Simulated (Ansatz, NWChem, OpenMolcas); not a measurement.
Strength of the C–Ga bond: GaH(CH3)2 → GaH(CH3) + CH3

Species: GaH(CH3)2, singlet; GaH(CH3), doublet; CH3 (methyl radical) `[CH3]`, doublet. 

Shapes, held fixed at every level: PBE0-D4/def2-TZVP. Programs: Ansatz 0.2.0, NWChem 7.3.0, OpenMolcas 26.06. A level may come from different programs for different species; with the same settings they agree closely. Electronic energies: no zero-point or thermal term.

Estimate ΔE of this reaction.

MP2/def2-TZVPP gives ΔE = +348.0 kJ/mol; the levels span +224.6 to +348.0. The median of the levels is +323.6. Hartree–Fock misses the correlation of the pair that is broken and comes out low. No measured value is set beside it here. Open shells run unrestricted unless RO is named. Relativity is left out for Ga unless named. Correlated rows may include outer-core shells of Ga, which these sets cover unevenly.

```csv
level,kind,ΔE (kJ/mol)
HF/def2-SVP,Hartree–Fock,+224.6
PBE-D4/def2-TZVPP,GGA,+327.5
PBE0/def2-SVP,global hybrid,+325.8
B2PLYP/def2-TZVPP,double hybrid,+321.4
MP2/def2-SVP,perturbation theory,+331.8
CCSD(T)/def2-SVP,coupled cluster or CI,+319.6
CCSD/def2-SVP,coupled cluster or CI,+313.6
MP2/def2-TZVPP,perturbation theory,+348.0
```
